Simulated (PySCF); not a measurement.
**RuBr₂ + 2 O₂ → RuO₄ + Br₂**

Level: PBE0 in the def2-TZVP basis family, computed in PySCF with density fitting; scalar-relativistic core potentials for atoms from Rb on, none lighter, no spin–orbit coupling; open shells unrestricted.

| species | state and structure | E (Eh) | ZPE (kJ/mol) | H(298 K) − H(0) (kJ/mol) | S° (J/(mol K)) |
| --- | --- | --- | --- | --- | --- |
| RuBr₂ | quintet, D∞h, Ru–Br 2.373 Å (×2) | -5242.67223 | 3.8 | 15.5 | 327.4 |
| O₂ | triplet, D∞h, O–O 1.193 Å | -150.23561 | 10.3 | 8.7 | 204.9 |
| RuO₄ | singlet, Td, Ru–O 1.663 Å (×4) | -395.52703 | 35.5 | 14.8 | 284.3 |
| Br₂ | singlet, D∞h, Br–Br 2.281 Å | -5147.70672 | 2.0 | 9.7 | 244.8 |

Task: What is the electronic reaction energy?

Result: At PBE0/def2-TZVP, ΔE = -237.1 kJ/mol from the differences of the total energies times 2625.5, downhill. 

Task: Add zero-point, thermal and entropy terms for 298.15 K and 1 bar.

Result: ΔZPE = 13.1 and Δ[H(298) − H(0)] = -8.4 kJ/mol give ΔH° = -232.4 kJ/mol. ΔS° = -208.1 J/(mol K), so ΔG° = -232.4 − 298.15 × (-0.2081) = -170 kJ/mol. ΔG° would change sign near 1120 K if ΔH° and ΔS° stayed fixed.

Open d or f shells are single determinants, so the state found may not be the ground state. Only the bonding shown was studied: isomers, or loss of a ligand pair, can lie lower.
